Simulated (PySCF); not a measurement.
`C=C/N=C(/C)CF`. Method used: PBE/def2-SVP geometry optimisation, gas phase (PySCF 2.14.0).

```
atom  x, y, z in Å
C1     2.3413   -0.9536    1.2197
C2     1.2294   -0.2146    1.0017
N3     0.2492   -0.6492    0.1125
C4    -0.8035    0.0586   -0.1429
C5    -1.8361   -0.4723   -1.0952
C6    -1.0947    1.4245    0.4705
F7    -2.2611    1.9725   -0.0368
H8     2.4764   -1.9091    0.6893
H9     3.1210   -0.6177    1.9187
H10    1.1158    0.7433    1.5541
H11   -2.8162   -0.5945   -0.5860
H12   -2.0165    0.2393   -1.9278
H13   -1.4985   -1.4463   -1.4919
H14   -0.2539    2.1274    0.2692
H15   -1.1974    1.3335    1.5773
```

(1) Give the dihedral angles C2–N3–C4–C6, C5–C4–C6–F7, H8–C1–C2–N3, C5–C4–C6–H15.

(2) What is the longest distance between nuclei?

(3) Work out the bond lengths C1–H8, C1–H9, C2–N3, C2–H10, C5–H12, C5–H13 in Å.

(4) What is the repulsion energy of the bare nuclei, Σ ZA·ZB/RAB?

(5) How far are the heavy atoms from their best plane (unweighted least squares)?

(6) How far apart are these pairs, which share no bond: C1···H10, C1···H14, C2···C6, C2···F7, C4···H9, C4···H14, C4···H15?

(7) What are the angles C2–N3–C4, C5–C4–C6, H12–C5–H13, C4–C5–H12, H14–C6–H15?

Results:

(1) C2–N3–C4–C6 0° (synperiplanar); C5–C4–C6–F7 -3° (synperiplanar); H8–C1–C2–N3 0° (synperiplanar); C5–C4–C6–H15 117° (anticlinal). Dihedral signs follow IUPAC: positive where, seen along the central bond, the front bond turns clockwise onto the rear one.

(2) H9···H12, 6.47 Å; the next longest distance is 6.44 Å.

(3) For C1–H8 the difference vector is (0.1351, -0.9555, -0.5304) Å, of length 1.1012 Å. C1–H8 1.101; C1–H9 1.100; C2–N3 1.393; C2–H10 1.112; C5–H12 1.110; C5–H13 1.105 Å.

(4) 287.13 Eh over 105 pairs, with full nuclear charges and distances in bohr; the largest single term is 20.63 Eh (C6 with F7).

(5) 0.022 Å rms; C1 0.03, C2 0.02, N3 0.00, C4 0.01, C5 0.00, C6 0.03, F7 0.03 Å (magnitudes).

(6) C1···H10 2.120 Å (2 bonds apart); C1···H14 4.139 Å (5 bonds apart); C2···C6 2.893 Å (3 bonds apart); C2···F7 4.248 Å (4 bonds apart); C4···H9 4.484 Å (4 bonds apart); C4···H14 2.180 Å (2 bonds apart); C4···H15 2.177 Å (2 bonds apart).

(7) From the scalar product of the two bond vectors; for C2–N3–C4 it is -0.9513 Å² over 1.3930 × 1.2940 Å², cos θ = -0.5278. C2–N3–C4 121.9°; C5–C4–C6 116.1°; H12–C5–H13 110.2°; C4–C5–H12 111.1°; H14–C6–H15 107.5°.

Stationary, but not proved a minimum. One conformer, not necessarily the lowest.

The run took 97 s on one thread of an Arm Neoverse V2, shared host with 96 logical CPUs at a one-minute load of 77, and the process peaked at 0.58 GiB of memory. These figures are those of the optimisation.
